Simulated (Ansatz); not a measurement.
A nudged elastic band was laid between two geometries of ClH3OSn (6 atoms, charge 0, multiplicity 1).

Theory: RKS r2SCAN-D4/def2-SVP (Ansatz).

```
movable images  : 7
climbing image  : yes
spring          : 5.0 eV/Å²
optimiser       : quadratic models (default)
start path      : through a guess of the saddle point
force threshold : 0.05 eV/Å
iteration limit : 60
end points      : relaxed
```

First end point:

```xyz
6
Properties=species:S:1:pos:R:3
Sn 0.350 -0.041 0.283
H 0.297 0.082 1.989
H 1.865 -0.046 -0.490
Cl -0.923 1.774 -0.535
O -0.520 -1.706 -0.347
H -1.446 -1.762 -0.072
```

Last end point:

```xyz
6
Properties=species:S:1:pos:R:3
Sn -1.901 -0.082 -1.181
H 1.683 -0.602 1.057
H 2.396 -0.680 1.311
Cl -1.454 2.212 -0.675
O -0.575 -0.789 0.149
H -0.526 -1.757 0.166
```

**Question.** What changes between the two ends?

**Answer.** Bonds broken: Sn1–H2, Sn1–H3. Bonds formed: H2–H3. ClH3OSn becomes ClHOSn + H2.

**Question.** What energy profile does the band end with?

**Answer.** It converged. The highest image is number 4 of 0 to 8, 2.60 eV above the first end and 2.88 eV above the last; the last end lies 0.28 eV below the first. The profile has 2 maxima (images 1, 4) with wells between them (image 2): this band takes more than one step, which may be the mechanism or a detour left from its start path. Neighbouring images differ by up to 2.7 eV, so the band resolves the path poorly. A vibrational analysis at the climbing image gives one clearly imaginary mode, 1300i cm⁻¹: a first-order saddle point. The orbitals stay closed-shell, which can raise the energy where a bond breaks towards radicals; this wasn't checked here.

| image | path coordinate (Å) | energy (eV) | Sn1–H2 (Å) | Sn1–H3 (Å) | H2–H3 (Å) |
| --- | --- | --- | --- | --- | --- |
| 0 | 0.00 | 0.00 | 1.71 | 1.70 | 2.94 |
| 1 | 0.94 | 0.10 | 1.71 | 1.71 | 2.92 |
| 2 | 1.88 | 0.08 | 1.70 | 1.71 | 3.00 |
| 3 | 2.82 | 0.34 | 1.69 | 1.69 | 2.48 |
| 4 | 3.76 | 2.60 | 1.94 | 1.70 | 1.52 |
| 5 | 4.75 | -0.10 | 2.61 | 2.46 | 0.77 |
| 6 | 5.74 | -0.25 | 3.08 | 3.39 | 0.76 |
| 7 | 6.73 | -0.27 | 3.70 | 4.32 | 0.76 |
| 8 | 7.72 | -0.28 | 4.26 | 5.00 | 0.76 |

**Question.** What is the geometry of the highest image?

**Answer.** 
```xyz
6
Properties=species:S:1:pos:R:3
Sn 0.268 -0.147 -0.306
H 0.785 0.245 1.526
H 1.797 -0.073 0.444
Cl -0.913 1.884 -0.582
O -1.043 -1.541 0.264
H -1.272 -2.066 -0.519
```

The band took 30 iterations and about 6 core-minutes.

The run took 3.4 min on 2 threads of Intel(R) Xeon(R) 6975P-C (Granite Rapids), with other jobs on the host, peak memory 0.17 GiB.
